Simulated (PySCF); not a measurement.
Frontier levels across methods

Species: C2H4BClS2.
Structure used (PBE0-D3(BJ)/def2-SVP), in Å, numbered top down from 1:
```
atom  x, y, z in Å
Cl1    3.4363    0.6099    0.0754
B2     1.7110    0.3072    0.0347
S3     0.5651    1.1706    1.1178
C4    -0.9246    0.5592    0.2492
C5    -0.6643   -0.8324   -0.2880
S6     0.9782   -0.8867   -1.0926
H7    -1.1538    1.2636   -0.5654
H8    -1.7645    0.5630    0.9597
H9    -1.4229   -1.1268   -1.0286
H10   -0.6647   -1.5752    0.5247
```

Basis pcSseg-2 throughout (PySCF), one geometry. One conformer (not necessarily the lowest) at the PBE0-D3(BJ)/def2-SVP geometry, without solvent, vibrations or thermal averaging.

Question: How do the orbital energies, the gap and the dipole change with the method?

Answer: 
| method | kind | HOMO (eV) | LUMO (eV) | gap (eV) | μ (D) | SCF cycles |
| --- | --- | --- | --- | --- | --- | --- |
| BLYP | GGA | -5.86 | -1.56 | 4.30 | 3.12 | 14 |
| B97-D | GGA | -6.00 | -1.57 | 4.43 | 3.17 | 15 |
| PBE | GGA | -6.03 | -1.75 | 4.28 | 3.17 | 14 |
| OPBE | GGA | -6.04 | -1.67 | 4.37 | 3.20 | 15 |
| KT2 | GGA | -6.10 | -1.73 | 4.37 | 3.16 | 14 |
| KT3 | GGA | -6.12 | -1.68 | 4.43 | 3.13 | 14 |
| BP86 | GGA | -6.12 | -1.82 | 4.30 | 3.18 | 13 |
| LDA | LDA | -6.15 | -1.97 | 4.18 | 3.23 | 13 |
| B97-2 | global hybrid | -6.94 | -0.88 | 6.07 | 3.24 | 12 |
| B3LYP | global hybrid | -6.94 | -1.04 | 5.91 | 3.20 | 12 |
| PBE0 | global hybrid | -7.18 | -0.88 | 6.29 | 3.25 | 13 |
| mPW1PW91 | global hybrid | -7.20 | -0.89 | 6.31 | 3.24 | 13 |
| BHandHLYP | global hybrid | -8.19 | 0.17 | 8.37 | 3.27 | 12 |
| CAM-B3LYP | range-separated hybrid | -8.45 | 0.24 | 8.68 | 3.24 | 12 |
| wB97X-D | range-separated hybrid | -8.99 | 0.88 | 9.87 | 3.27 | 13 |
| LC-wPBE | range-separated hybrid | -9.80 | 1.26 | 11.06 | 3.28 | 13 |
| HF | Hartree–Fock | -9.82 | 2.34 | 12.16 | 3.37 | 11 |

The HOMO spans 3.96 eV, from BLYP down to HF, and the gap runs from 4.18 eV (LDA) to 12.16 eV (HF). Over the methods BLYP (0 %), B97-D (0 %), PBE (0 %), OPBE (0 %), KT2 (0 %), KT3 (0 %), BP86 (0 %), LDA (0 %), B97-2 (21 %), B3LYP (20 %), PBE0 (25 %), mPW1PW91 (25 %), BHandHLYP (50 %), HF (100 %), a straight line through the gap against the share of exact exchange rises by 0.79 eV for each 10 % (correlation coefficient 0.999). The dipole ranges from 3.12 D (BLYP) to 3.37 D (HF). This basis has no diffuse functions.
